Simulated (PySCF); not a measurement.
## Sb⁺: excitation energy

Sb⁺ [Kr] 4d10 5s2 5p2 (3P) → Sb⁺ [Kr] 4d10 5s1 5p3 (5S), as a difference of total energies. Computed with PySCF 2.14 in aug-cc-pwCVTZ-DK3 with one added diffuse shell each of s, p, d, f type (11s10p8d5f1g, 125 functions), with the spin-free X2C one-electron Hamiltonian (Gaussian nucleus). Correlated levels: valence: [Kr] 4d10 frozen; valence and next inner shell: [Ar] 3d10 frozen. The calculations carry no spin-orbit coupling.

```json
{"method": "UHF", "excitation energy (cm⁻¹)": "33318", "error (cm⁻¹)": "-14244"}
{"method": "LDA", "excitation energy (cm⁻¹)": "54431", "error (cm⁻¹)": "+6870"}
{"method": "PBE", "excitation energy (cm⁻¹)": "52291", "error (cm⁻¹)": "+4730"}
{"method": "PBE0", "excitation energy (cm⁻¹)": "48722", "error (cm⁻¹)": "+1161"}
{"method": "r2SCAN", "excitation energy (cm⁻¹)": "45958", "error (cm⁻¹)": "-1603"}
{"method": "MP2 (valence)", "excitation energy (cm⁻¹)": "40194", "error (cm⁻¹)": "-7367"}
{"method": "SCS-MP2 (valence)", "excitation energy (cm⁻¹)": "43197", "error (cm⁻¹)": "-4364"}
{"method": "MP2 (valence and next inner shell)", "excitation energy (cm⁻¹)": "47606", "error (cm⁻¹)": "+45"}
{"method": "SCS-MP2 (valence and next inner shell)", "excitation energy (cm⁻¹)": "49317", "error (cm⁻¹)": "+1756"}
```

Reference: 47561 cm⁻¹ (measured; NIST levels, between the centres of gravity of the two terms).

Errors of the correlated levels include the incompleteness of this basis and the frozen core.
